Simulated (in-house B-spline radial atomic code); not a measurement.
## Rh³⁺: [Ar] 3d10 4s2 4p(2 up, 3 down) 4d(1 up, 5 down) 5p(1 up, 0 down) (an excited or competing configuration)

Computed with a B-spline radial code for spherical atoms: non-relativistic Hartree-Fock with fractional occupations, spin-polarised, spherical fractional occupations, point nucleus.

Screening seen three ways: the hydrogenic charge with the same mean radius, Z_r = [3n² - l(l+1)]/(2<r>), the one with the same energy, Z_e = n√(-2ε), and Slater's rules. Values are occupation-weighted means over spin.

```json
{"shell": "1s", "electrons": "2", "ε (eV)": "-22745", "<r> (bohr)": "0.03384", "Z_r": "44.32", "Z_e": "40.89", "Slater": "44.70"}
{"shell": "2s", "electrons": "2", "ε (eV)": "-3357", "<r> (bohr)": "0.147", "Z_r": "40.82", "Z_e": "31.42", "Slater": "40.85"}
{"shell": "2p", "electrons": "6", "ε (eV)": "-3107.3", "<r> (bohr)": "0.126", "Z_r": "39.68", "Z_e": "30.22", "Slater": "40.85"}
{"shell": "3s", "electrons": "2", "ε (eV)": "-670.99", "<r> (bohr)": "0.4001", "Z_r": "33.74", "Z_e": "21.07", "Slater": "33.75"}
{"shell": "3p", "electrons": "6", "ε (eV)": "-570.24", "<r> (bohr)": "0.3937", "Z_r": "31.75", "Z_e": "19.42", "Slater": "33.75"}
{"shell": "3d", "electrons": "10", "ε (eV)": "-386.5", "<r> (bohr)": "0.3684", "Z_r": "28.50", "Z_e": "15.99", "Slater": "23.85"}
{"shell": "4s", "electrons": "2", "ε (eV)": "-138.67", "<r> (bohr)": "0.9955", "Z_r": "24.11", "Z_e": "12.77", "Slater": "17.60"}
{"shell": "4p", "electrons": "5", "ε (eV)": "-104.65", "<r> (bohr)": "1.067", "Z_r": "21.55", "Z_e": "11.09", "Slater": "17.60"}
{"shell": "4d", "electrons": "6", "ε (eV)": "-53.9", "<r> (bohr)": "1.297", "Z_r": "16.19", "Z_e": "7.96", "Slater": "8.25"}
{"shell": "5p", "electrons": "1", "ε (eV)": "-22.05", "<r> (bohr)": "3.042", "Z_r": "12.00", "Z_e": "6.37", "Slater": "5.95"}
```

The least bound orbital is 5p up at -22.05 eV, and it is also the most diffuse (<r> = 3.042 bohr).

Caution: exact exchange at fractional occupations of open shells leaves self-interaction of up to several eV.
